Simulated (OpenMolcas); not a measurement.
Pd2+ (d8) on a cation site of an ionic host was computed by SS-CASPT2, IPEA 0.25 Eh, imaginary shift 0.1 Eh with the d shell active (OpenMolcas, ANO-RCC-VTZP on the metal). Its lowest spin-free states, and all those of the highest spin:

| 2S+1 | Degeneracy | E (cm-1) |
| --- | --- | --- |
| 3 | 3 | 0 |
| 3 | 3 | 5590 |
| 1 | 3 | 8870 |
| 1 | 2 | 9830 |
| 3 | 1 | 13500 |
| 3 | 3 | 14610 |
| 1 | 3 | 16940 |
| 1 | 1 | 18150 |
| 1 | 3 | 19830 |
| 1 | 2 | 25100 |
| 1 | 1 | 41950 |

**Question.** Is the site octahedral, tetrahedral or cube-like, axial, or of lower symmetry?

**Answer.** The states with 2S+1 = 3 have orbital degeneracies 3, 3, 1, 3. Threefold states need a cubic site. For d8 at this spin an octahedron puts the single A2 below the threefold T2 and a tetrahedron or cube puts the threefold T1 below the threefold T2, so the site is a tetrahedron or a cube, which this pattern cannot tell apart. The run had Pd2+ with its 8 nearest fluoride ions at 2.366 Å, on the Ca site of CaF2 (a = 5.46294 Å, distance in the model lattice 2.366 Å). The rest of the host is ab initio model potentials to 7.6 Å and point charges beyond; the distance is set by hand and nothing relaxes. Ligand basis ANO-RCC-VDZP.

Roots that are degenerate in the reference are averaged as groups; the widest CASPT2 spread within a group is 490 cm-1 (the 3-fold group of multiplicity 1 near 19800 cm-1 above the lowest state of its run). Shifts and gaps below about the spread of the groups concerned are not significant. Over all roots computed the reference weight is 0.67 to 0.68; a low but even weight reflects the number of correlated electrons. An orbital triplet at a regular site is open to Jahn-Teller coupling, which can distort the site and quench the lowest spin-orbit gaps and is left out. Real 4d8 and 5d8 ions are as a rule square planar and diamagnetic. Ligand-to-metal charge-transfer states are missing. These CASPT2 states fit no ligand-field parameters well, so their order and spin gaps are uncertain. With no ligand orbital active B as a rule stays too high, so bands that hang on it stand too high and its fall with covalency is understated. With one d shell and no ligand orbital active, 10Dq can be off by a tenth or more. Free-ion shares, where given, are those of the reference states; single-state CASPT2 does not remix them. The distance lies 2 % over the 2.323 Å that this model takes as the normal distance (a Shannon-type radius plus a fixed donor radius, weighted with the host); by an R⁻⁵ law this alone changes a d-shell field by about -9 %. No measured value stands beside these numbers; the geometry was set by hand and not optimised.
